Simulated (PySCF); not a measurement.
# B⁺: ionisation energy

B⁺ [He] 2s2 (1S) → B²⁺ [He] 2s1 (2S), as a difference of total energies. Computed with PySCF 2.14 in aug-cc-pwCVQZ (9s8p6d4f2g, 109 functions), with no relativity, point nucleus. Correlated levels: valence: 1s2 frozen; valence and next inner shell: nothing frozen. The calculations carry no spin-orbit coupling.

```
                                method  ionisation energy (eV)  error (eV)
                                   UHF                  23.443      -1.712
                                   LDA                  24.554      -0.601
                                   PBE                  24.605      -0.550
                                  PBE0                  24.561      -0.594
                                r2SCAN                  24.265      -0.890
                                 M06-L                  24.475      -0.680
                                 TPSSh                  24.640      -0.515
                                   M06                  24.515      -0.640
                         MP2 (valence)                  24.489      -0.666
                     SCS-MP2 (valence)                  24.698      -0.457
    MP2 (valence and next inner shell)                  24.547      -0.608
SCS-MP2 (valence and next inner shell)                  24.749      -0.406
```

Reference: 25.155 eV (measured; NIST Atomic Spectra Database, ionization energies).

Errors of the correlated levels include the incompleteness of this basis and the frozen core.

MP2 underrates the near-degeneracy of ns² with np² in the lower species.
